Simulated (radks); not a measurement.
The numbers below are computed, except where a source is named.
Species: Tc2+. Configuration: [Ar] 3d10 4s1.5 4p6 4d5.5 (fractional occupations, a model configuration). Level of theory: scalar-relativistic Kohn-Sham, BLYP, spin-unpolarised, spherical densities, finite nucleus; Fermi nuclear charge, rms radius 4.4112 fm (a radial shooting solver on a logarithmic mesh with Libxc functionals). Some entries of the table are withheld. Estimate them.

orbital  occ.  eigenvalue (hartree)  r(max) (bohr)  <r^2> (bohr^2)
1s          2                   (1)        0.02228             (2)
2s          2             -110.1043         0.1262         0.02638
2p          6             -98.62803         0.1008         0.02076
3s          2                   (3)         0.3723          0.1977
3p          6             -15.95242         0.3656             (4)
3d         10              -9.85084         0.3112          0.1910
4s        1.5              -3.33186         0.9468           1.257
4p          6              -2.29582          1.019           1.553
4d        5.5              -0.84717          1.252           3.072

Answer. 
(1) 1s eigenvalue (hartree): -767.7232
(2) 1s <r^2> (bohr^2): 0.001586
(3) 3s eigenvalue (hartree): -19.71965
(4) 3p <r^2> (bohr^2): 0.2017
